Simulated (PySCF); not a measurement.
Al(Me)(Cl) (CH₃AlCl), SMILES [CH3][Al+][Cl], charge +1. Heavy atoms are numbered as in [Al+:1]([CH3:2])[Cl:6]. Hydrogens are named by the atom that carries them.

Coordinates come from a B3LYP-D3(BJ)/def2-TZVP optimisation. The multiplicity is an assumed one; other spin states were not compared. The isomer is the one that the SMILES or the coordinates give; other isomers of the formula were not compared.

Method: M06-2X/def2-TZVPD (PySCF).

Mulliken values depend strongly on the basis, most of all with diffuse functions as here. Atomic charges (e), one atom of each kind:

```
atom      Mulliken  IAO
--------  --------  ---
Al1           0.74    ?
C2 (CH3)     -0.73    ?
H on C2       0.30    ?
Cl6           0.10    ?
```

Q: Fill in the missing entries. (An estimate is asked for; the answer gives what the named calculation found.)

A: 
- Al1, IAO: 1.27
- C2 (CH3), IAO: -0.77
- H on C2, IAO: 0.22
- Cl6, IAO: -0.16
